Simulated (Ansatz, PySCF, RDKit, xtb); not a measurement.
Pair of molecules: N2 (SMILES N#N) (first 2 atoms) with CH2O (SMILES C=O); geometry from B3LYP-D3(BJ)/def2-TZVP, rigid monomers moved along the line of their centres of mass till N2···C3 is 3.66 Å.
(charge 0, multiplicity 1):
```xyz
6

N     -0.343     0.106    -0.856
N      0.265    -0.081     0.030
C      0.571    -0.258     3.677
O     -0.475     0.010     4.198
H      0.840    -1.295     3.397
H      1.328     0.515     3.443
```

Interaction energies are E(AB) − E(A) − E(B) at the monomers' geometry in the complex; basis-set methods are counterpoise corrected. Rows marked so take none.

Correlated levels freeze the cores. Rows in 6-31G* carry no dispersion term and start afresh at each structure (6-31G* with six Cartesian d functions). MP2/6-31G* freezes PySCF's default core.

The values were computed with Ansatz (Gaussian basis) for Hartree–Fock, density functionals and correlated methods; PySCF for 6-31G* rows, the dispersion terms; RDKit for the force fields; xtb for the GFN methods. 

```tsv
level	interaction energy (kcal/mol)
MMFF94	-0.23
GFN2-xTB	-0.59
PBE-D4/def2-TZVPPD	___
B3LYP/6-31G*	-0.17
B3LYP/6-31G* (no counterpoise)	___
B3LYP/def2-TZVPPD	-0.15
B3LYP-D4/def2-TZVPPD	-0.51
MP2/6-31G*	-0.49
CCSD(T)/aug-cc-pVTZ	-0.58
```

Complete the blanks.


- PBE-D4/def2-TZVPPD, interaction energy (kcal/mol): -0.70
- B3LYP/6-31G* (no counterpoise), interaction energy (kcal/mol): -0.36

Ansatz is a first-principles code.
